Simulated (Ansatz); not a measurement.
(CuI)2 ring (Cu2I2). Charge 0, multiplicity 1. Geometry PBE0-D4/def2-SVP, basis def2-TZVP, Ansatz.

```tsv
run	HOMO (eV)	LUMO (eV)
A	-6.71	-2.15
B	-7.25	-1.61
C	-7.11	-1.79
D	-5.64	-2.68
E	-6.87	-2.12
F	-5.83	-2.58
```

In the def2 sets I takes a core potential; there is no spin–orbit coupling. B3LYP takes the VWN-RPA correlation. HSE06 is defined as in plane-wave codes, on full-range PBE exchange.

The runs used B3LYP, B97M-V, HSE06, PBE, PBE0, r2SCAN0. Estimate which is which.

A HSE06 (range-separated); B r2SCAN0 (25 % exact exchange); C PBE0 (25 % exact exchange); D PBE (0 % exact exchange); E B3LYP (20 % exact exchange); F B97M-V (0 % exact exchange). Exact exchange lowers occupied and raises empty levels; among semilocal functionals meta-GGAs tend to open the gap a little, and such runs are hard to tell apart. The gap grows from 2.96 eV (PBE) to 5.64 eV (r2SCAN0).
